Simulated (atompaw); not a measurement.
**Reading a pseudo-wave (Ta (Z = 73))**

Columns: radius, all-electron u(r) and pseudo u(r) of the 6s shell (level -18.43 eV) of tantalum in the configuration [Kr] 4d10 4f14 5s2 5p6 5d3 6s0 6p0; PBE, scalar-relativistic, PAW (atompaw) scheme, atompaw 4.2.0.5.

```
r (bohr)  all-electron   pseudo
   0.090       -0.0056  -0.1132
   0.181       -0.1199  -0.2213
   0.271        0.1093  -0.3159
   0.362        0.2144  -0.3942
   0.452        0.1344  -0.4508
   0.542       -0.0253  -0.4844
   0.633       -0.1809  -0.4942
   0.723       -0.2883  -0.4806
   0.813       -0.3398  -0.4456
   0.904       -0.3404  -0.3910
   0.994       -0.3010  -0.3213
   1.085       -0.2326  -0.2384
   1.175       -0.1471  -0.1478
   1.265       -0.0522  -0.0519
   1.356        0.0464   0.0466
   1.446        0.1422   0.1422
   1.537        0.2338   0.2338
   1.627        0.3172   0.3172
   1.717        0.3920   0.3920
   1.808        0.4585   0.4585
   1.898        0.5151   0.5151
   1.988        0.5626   0.5626
   2.079        0.6018   0.6018
   2.169        0.6325   0.6325
   2.260        0.6560   0.6560
   2.350        0.6723   0.6723
```

**Question.** How many radial nodes do the two functions have?

**Answer.** The all-electron 6s function has n − l − 1 = 5 (the table is too coarse to show those close to the nucleus); the pseudo-wave has 1, since 1 lower shell of the same l stays in the valence.

**Question.** At about which radius was the pseudo-wave matched?

**Answer.** 1.45 bohr. The columns agree to 0.0005 from 1.26 bohr on; several derivatives are matched, so the curves merge somewhat inside the radius.

**Question.** Is the pseudo-wave norm-conserving?

**Answer.** No, it belongs to a PAW set: the norm inside the radius is not constrained, and the difference is carried by the augmentation charge.
